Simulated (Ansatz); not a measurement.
`[OH][Ge]([OH])([OH])[SiH3]` at its PBE0-D4/def2-TZVP geometry, where that method's forces vanish. Total charge 0; spin multiplicity 1.

```xyz
11

O    -1.2351   -0.7995    1.3519
Ge   -0.0622   -0.4566    0.0616
O     1.4493   -1.2785    0.5068
O    -0.6670   -1.2495   -1.4094
Si    0.2555    1.8804   -0.2540
H    -0.8558   -1.3888    2.0101
H     1.6288   -2.0103   -0.0905
H    -1.4710   -1.7435   -1.2250
H     0.8970    2.4426    0.9600
H    -1.0668    2.5158   -0.4750
H     1.1272    2.0878   -1.4364
```

**Question.** What forces (eV/Å) does ωB97M-V/def2-TZVPP give on these atoms in Ansatz? (Best estimate.)

**Answer.** Ansatz gave: 
```
O1   0.013 -0.054  0.062
Ge2  0.034  0.251 -0.033
O3   0.029 -0.069 -0.037
O4  -0.065 -0.052 -0.002
Si5  0.009  0.067 -0.009
H6  -0.042  0.017 -0.013
H7   0.014  0.017  0.041
H8   0.032  0.005 -0.034
H9  -0.078 -0.072 -0.145
H10  0.158 -0.081  0.027
H11 -0.105 -0.029  0.143
```
